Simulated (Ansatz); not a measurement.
`N=C=C[O][AlH2]` and `N=C=[CH][GaH2]` differ in one atom or group.

Ansatz, PBE0-D4/def2-TZVP geometries, multiplicity 1. Each molecule was computed in one conformer, which needn't be the lowest.

Scalar relativity is left out up to krypton.

```csv
property,`N=C=C[O][AlH2]`
size of the dipole moment (PBE/def2-TZVPP) / D,1.60
HOMO energy (ωB97M-V/def2-TZVPP) / eV,-8.31
HOMO–LUMO gap (PBE0/def2-TZVPP) / eV,4.88
HOMO–LUMO gap (PBE/def2-TZVPP) / eV,2.97
HOMO energy (PBE/def2-TZVPP) / eV,-4.98
HOMO–LUMO gap (B3LYP/def2-TZVPP) / eV,4.47
```

(1) What does the change do to each property? (An estimate is asked.)

## Answers

(1) Ansatz gave: 
| property | `N=C=[CH][GaH2]` | shift |
| --- | --- | --- |
| size of the dipole moment (PBE/def2-TZVPP) / D | 1.44 | -0.16 |
| HOMO energy (ωB97M-V/def2-TZVPP) / eV | -9.25 | -0.94 |
| HOMO–LUMO gap (PBE0/def2-TZVPP) / eV | 5.62 | 0.74 |
| HOMO–LUMO gap (PBE/def2-TZVPP) / eV | 3.75 | 0.78 |
| HOMO energy (PBE/def2-TZVPP) / eV | -6.03 | -1.05 |
| HOMO–LUMO gap (B3LYP/def2-TZVPP) / eV | 5.15 | 0.68 |

With PBE0 the HOMO falls by 1.01 eV and the LUMO falls by 0.26 eV, so the gap widens by about 0.75 eV. PBE moves the HOMO by -1.05 eV and ωB97M-V by -0.94 eV. The zero-point energy changes by -13.5 kJ/mol with -3 modes. Dipoles are sizes alone; their direction can turn.

B3LYP here is the variant with VWN-RPA as its local correlation; programs differ in this.
